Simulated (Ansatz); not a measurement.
System: PbI$_{2}$ (charge -1, doublet). 
Coordinates optimised at B3LYP-D3(BJ)/def2-TZVP (Ansatz, a program for electronic structure):
```
Pb
I 1 3.0088
I 1 3.0088 2 104.09
```
Charge -1, spin multiplicity 2.

Parts of the frozen-core correlation energy in def2-SVPD (Ansatz, hartree). Frozen orbitals: 27; correlated occupied orbitals by spin: 10 and 9; virtual: 65 and 66. UHF or UKS for open shells. No spin-orbit coupling. In def2 rows, elements after Kr have scalar-relativistic effective core potentials.

```
term                            value
-------------------------  ----------
reference (HF)             -785.33491
MP2 opposite-spin            -0.18907
MP2 same-spin                -0.07226
CCSD correlation             -0.28711
(T)                          -0.00887
T1 diagnostic                   0.015
largest doubles amplitude       0.020
<S^2> of the reference          0.762
```
